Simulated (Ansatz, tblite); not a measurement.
Removing an electron: VS(OH)3 (VSO₃H₃). Total charge 0; singlet. Geometry: r2SCAN-D4/def2-SVP. Ansatz, gas phase; energy differences of separate SCF runs; the oxidised species was run as a doublet alone.

```xyz
8

V    -0.009    0.012    0.020
S     0.748   -0.927   -1.599
O    -1.718    0.323   -0.212
H    -2.185    0.061   -1.018
O     0.818    1.537    0.270
H     1.528    1.840   -0.312
O     0.198   -0.987    1.444
H     0.620   -1.858    1.407
```

The xTB rows come from tblite. HOMO above LUMO, or a gap near zero within one spin, warns that the state may not be the lowest or that an electron is smeared out.

Question: Estimate orbital energies and vertical ionisation energies at: GFN1-xTB; GFN2-xTB; PBE-D4/def2-TZVP; r2SCAN-D4/def2-TZVP; PBE0-D4/def2-TZVP.

Answer: 
```
              level  −HOMO (eV)  vertical IE (eV)  −LUMO (eV)  HOMO–LUMO gap (eV)                                     remarks
           GFN1-xTB       12.70             16.41       10.29                2.40                                           –
           GFN2-xTB       11.66             14.79        9.31                2.34                                           –
   PBE-D4/def2-TZVP        6.93             10.10        3.66                3.26  gap within one spin near zero (+1 doublet)
r2SCAN-D4/def2-TZVP        7.22             10.18        3.71                3.52     restricted SCF unstable in HF (singlet)
  PBE0-D4/def2-TZVP        8.17             10.23        2.91                5.26     restricted SCF unstable in HF (singlet)
```

  Raw xTB energy differences between charge states are shifted by several eV; the methods need an empirical correction for them.
